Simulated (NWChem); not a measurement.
Correlation energy of AlO

```xyz
2

Al     0.0000     0.0000     0.6241
O      0.0000     0.0000    -1.0142
```
Charge 0, spin multiplicity 2.

Program: NWChem. All single points use one geometry, from UB3LYP/def2-SVP, a minimum by its harmonic frequencies.

Basis set: def2-SVP. Each correlation energy counts from its own Hartree-Fock reference.

| method | correlation energy (mHa) | remark |
|---|---|---|
| CCSDT on ROHF | -268.0 | large amplitudes |
| CCSD[T] on ROHF | -275.4 | large amplitudes |
| UMP2 | -201.5 | - |
| CCSD(T) on UHF | -245.5 | large amplitudes |
| SCS-UMP2 | -197.4 | - |
| CCSD[T] on UHF | -250.5 | large amplitudes |
| CCSD on UHF | -237.0 | large amplitudes |
| CCSD on ROHF | -252.9 | large amplitudes |
| CCSD(T) on ROHF | -268.2 | large amplitudes |

The values span 78.0 mHa, from CCSD[T] on ROHF (lowest) to SCS-UMP2 (highest). 

The correlated methods keep 6 core orbitals frozen. The structure started from a generated list of species. The unpaired electrons of the parent sit in orbitals of symmetry a1 (C2v labels of the run); other states weren't searched. No SCF solution was tested for a lower state. Open-shell Hartree-Fock references start from PBE0 orbitals. Coupled-cluster values serve here as a point of comparison, not as the truth.
